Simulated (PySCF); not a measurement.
Does the answer move with the share of exact exchange?

C2H7BF2Si.
Z-matrix (Å and degrees, PBE0-D3(BJ)/def2-SVP geometry), rows numbered from 1:
```
F 
B   1  1.3218
F   2  1.3214  1  116.27
C   2  1.5625  1  121.89  3   177.38
C   4  1.5311  2  115.45  1    24.92
Si  5  1.8883  4  113.27  2    71.09
H   4  1.1032  2  109.13  1   152.25
H   4  1.1089  2  104.45  1   -96.57
H   5  1.1030  4  110.43  2   -49.98
H   5  1.1028  4  111.03  2  -167.44
H   6  1.4944  5  111.11  4  -176.63
H   6  1.4966  5  110.06  4    62.62
H   6  1.4973  5  109.83  4   -55.98
```

PySCF, pcSseg-1 basis, density fitting, gas phase, PBE0-D3(BJ)/def2-SVP geometry. One functional is left out:

```
functional  exact exchange (%)  HOMO energy (eV)  LUMO energy (eV)  dipole moment (D)
     B97-D                   0             -7.50             -0.71              1.755
      BLYP                   0             -7.38             -0.75              1.724
      BP86                   0             -7.60             -0.94              1.751
       LDA                   0             -7.59             -1.19              1.821
      OPBE                   0             -7.48             -0.65              1.724
       PBE                   0             -7.50             -0.88              1.741
     B97-2                  21             -8.58              0.11              1.841
      PBE0                  25             -8.82              0.11              1.850
  mPW1PW91                  25             -8.86              0.10              1.853
 BHandHLYP                  50            -10.06              1.10              1.927
```

Question: Predict the row of B3LYP (20 % exact exchange) by straight lines through the other rows, and check it.

Answer: 
```
         property   line  computed  computed − line  B97-2 (21 %), for comparison
 HOMO energy (eV)  -8.54     -8.60            -0.06                         -8.58
 LUMO energy (eV)  -0.06     -0.14            -0.08                          0.11
dipole moment (D)  1.828     1.819           -0.009                         1.841
```

Question: Which of these properties follows the share of exact exchange most closely, and which least?

Answer: Most closely the HOMO energy, least the dipole moment; the correlations over the tabulated rows are HOMO energy -0.997, LUMO energy 0.976, dipole moment 0.918. The HOMO energy moves by -0.516 eV for every 10 %. Functionals with the same share still differ in their other parts: at 0 % BLYP and BP86 differ by 0.22 eV in it.
